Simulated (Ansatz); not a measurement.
CH4CdO⁺, that is CdMe(OH) with one electron fewer, relaxed as a doublet with UKS r2SCAN-D4/def2-TZVP in Ansatz, starting from the r2SCAN-D4/def2-TZVP geometry of the neutral singlet. Force threshold 0.02 eV/Å.

In the def2 sets Cd takes a core potential; there is no spin–orbit coupling. The relaxation made no stability test and no search for a lower SCF solution.

Start:

```
atom    x (Å)    y (Å)    z (Å)
 Cd1   0.5123  -0.5127   0.0634
  C2  -1.0705   0.8025  -0.2591
  H3  -0.7450   1.8272  -0.0771
  H4  -1.8950   0.5651   0.4137
  H5  -1.4142   0.7163  -1.2905
  O6   1.9514  -1.8494   0.2861
  H7   2.6610  -1.5490   0.8634
```

**Question.** Estimate the energy that the relaxation releases and the steps that it takes.

**Answer.** 6.6 kcal/mol, in 10 steps; 22 s on 4 threads of AMD EPYC 7R43 on a shared host. No frequencies were taken in this run, so the end may be a saddle point.

**Question.** Does the start keep its bonding?

**Answer.** By distances, no bond broke or formed. The bond that changes most is Cd1–C2, from 2.08 to 2.19 Å (atoms count from 1).

**Question.** Predict the relaxed structure.

**Answer.** 
Cartesian coordinates in Å:
```
Cd 0.668 -0.354 -0.256
C -1.153 0.863 -0.262
H -0.740 1.856 -0.095
H -1.745 0.450 0.550
H -1.507 0.646 -1.269
O 1.970 -1.796 0.265
H 2.505 -1.665 1.067
```
Bond lengths: 1 × C–Cd 2.19 Å; 1 × Cd–O 2.01 Å; 3 × C–H 1.09 Å; 1 × H–O 0.97 Å.
